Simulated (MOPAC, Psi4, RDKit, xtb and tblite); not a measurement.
Torsional profile of SMILES O=Cc1ccc(O)s1 (C5H4O2S). Scanned: dihedral S8–C6–O7–H12; all other coordinates were relaxed at GFN2-xTB. Points at φ and −φ are mirror images. Heavy atoms are numbered in the order of the SMILES O=Cc1ccc(O)s1, hydrogens after them in the order of the atoms that carry them; the mirror image has the same energies with the sign of each dihedral reversed.

Levels of theory: MMFF94 // GFN2-xTB (RDKit); PM7, restricted, heats of formation // GFN2-xTB (MOPAC); GFN2-xTB (xtb and tblite); MP2/cc-pVTZ = DF-MP2 (frozen core)/cc-pVTZ // GFN2-xTB in Psi4.

Energies relative to the lowest point of each profile, in kcal/mol; the last columns give the difference from MP2:

| φ / ° | MMFF94 | PM7 | GFN2-xTB | MP2/cc-pVTZ | MMFF94 − MP2/cc-pVTZ | PM7 − MP2/cc-pVTZ | GFN2-xTB − MP2/cc-pVTZ |
|---|---|---|---|---|---|---|---|
| -150 | 3.1 | 0.8 | 2.0 | 0.5 | 2.6 | 0.3 | 1.5 |
| -120 | 6.4 | 2.6 | 3.9 | 1.5 | 4.9 | 1.1 | 2.4 |
| -90 | 8.0 | 3.6 | 4.4 | 1.8 | 6.2 | 1.7 | 2.6 |
| -60 | 5.8 | 3.4 | 2.8 | 1.3 | 4.5 | 2.1 | 1.5 |
| -30 | 1.9 | 3.0 | 0.8 | 0.6 | 1.2 | 2.3 | 0.2 |
| 0 | 0.0 | 2.9 | 0.0 | 0.4 | -0.4 | 2.4 | -0.4 |
| 30 | 1.9 | 3.0 | 0.8 | 0.6 | 1.2 | 2.3 | 0.2 |
| 60 | 5.8 | 3.4 | 2.8 | 1.3 | 4.5 | 2.1 | 1.5 |
| 90 | 8.0 | 3.6 | 4.4 | 1.8 | 6.2 | 1.7 | 2.6 |
| 120 | 6.4 | 2.6 | 3.9 | 1.5 | 4.9 | 1.1 | 2.4 |
| 150 | 3.1 | 0.8 | 2.0 | 0.5 | 2.6 | 0.3 | 1.5 |
| 180 | 1.6 | 0.0 | 1.1 | 0.0 | 1.6 | 0.0 | 1.1 |

MMFF94 is furthest from MP2/cc-pVTZ at -90 (6.2 kcal/mol, above); its mean absolute difference over the points is 3.4 kcal/mol.

PM7 is furthest from MP2/cc-pVTZ at 0 (2.4 kcal/mol, above); its mean absolute difference over the points is 1.5 kcal/mol.

GFN2-xTB is furthest from MP2/cc-pVTZ at -90 (2.6 kcal/mol, above); its mean absolute difference over the points is 1.5 kcal/mol.
